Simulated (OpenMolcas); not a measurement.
# SiH2OF2: a line through the functionals

SiH2OF2: 6 atoms, total charge 0, spin state singlet. As SMILES, `O[SiH](F)F`. The coordinates come from a PBE0-D4/def2-TZVP relaxation. This is one conformer, not always the lowest.

The vertical ionisation energy (to the doublet cation) y, in eV, basis 6-311+G(d,p); a is the functional's share of exact exchange. Programs: OpenMolcas 26.06.

| functional | program | a | y (eV) |
| --- | --- | --- | --- |
| TPSS | OpenMolcas | 0 | 12.67 |
| BLYP | OpenMolcas | 0 | 12.54 |
| B3LYP | OpenMolcas | 0.2 | 13.20 |
| PBE0 | OpenMolcas | 0.25 | ? |
| BHLYP | OpenMolcas | 0.5 | 13.35 |

Q: Fit y = c + s·a to the known rows and predict PBE0.

A: 
1. Means of the 4 rows: a = 0.1750, y = 12.940.
2. Σ(Δa)² = 0.1675, Σ(Δa·Δy) = 0.257, so the slope is 0.257/0.1675 = 1.5343.
3. Intercept: 12.940 − (1.5343) × 0.1750 = 12.671. The largest residual of the fit is 0.22.
4. PBE0: 12.671 + (1.5343) × 0.25 = 13.05 eV.

The run gave 13.22 eV, so the prediction is off by -0.17 eV, within the largest residual.
